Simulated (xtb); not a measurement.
FNa, singlet, at a GFN2-xTB geometry (such geometries of metal compounds can be far from the true shape). Base run: GFN0-xTB in xtb.

Geometry (Å):
```xyz
2

Na     0.0000     0.0000    -0.7869
F      0.0000     0.0000     0.9618
```
Charge 0, spin multiplicity 1.
All else is at xtb's defaults.
Base energy -4.40347 Eh.

The base run was repeated with changes; each row names its change, and settings that it needs were set with it.

```
change         ΔE vs base (mEh)  HOMO-LUMO gap (eV)
-------------  ----------------  ------------------
base                      0.000                4.76
etemp = 5000             -0.437                4.76
acc = 1000                0.000                4.76
etemp = 10000                 ?                4.76
acc = 30                  0.000                4.76
etemp = 10                0.000                4.76
etemp = 3000             -0.007                4.76
```

Question: Fill in the missing entries.

Answer: 
- etemp = 10000, ΔE vs base (mEh): -13.425
